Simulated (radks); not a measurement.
Results of a calculation; reference values are marked as such.
Question: Valence configurations of Tc III (all share [Kr]). Level of theory: scalar-relativistic Kohn-Sham, LDA (Slater exchange, Perdew-Wang correlation), spin-polarised, spherical densities, finite nucleus; open shells are filled with parallel spins first (spin-orbit coupling, left out, can overturn this in heavy ions); Fermi nuclear charge, rms radius 4.4112 fm (a radial shooting solver on a logarithmic mesh with Libxc functionals). Order these by energy: 4d3 5s1 5p1; 4d3.5 5s0.5 5p1; 4d4.5 5s0.5; 4d4 5s1; 4d1 5s2 5p2; 4d3 5s2; 4d5; 4d4 5p1; 4d3 5p2; 4d4.5 5p0.5.

Answer: From the lowest, in eV above it: 4d5 0.000; 4d4.5 5s0.5 2.423; 4d4 5s1 5.193; 4d4.5 5p0.5 5.325; 4d4 5p1 11.161; 4d3 5s2 13.670; 4d3.5 5s0.5 5p1 14.483; 4d3 5s1 5p1 18.214; 4d3 5p2 24.585; 4d1 5s2 5p2 46.969. NIST lists [Kr] 4d5 as the ground configuration; this level of theory agrees among the configurations tried. The energies are those of spherical high-spin densities, not of single terms.
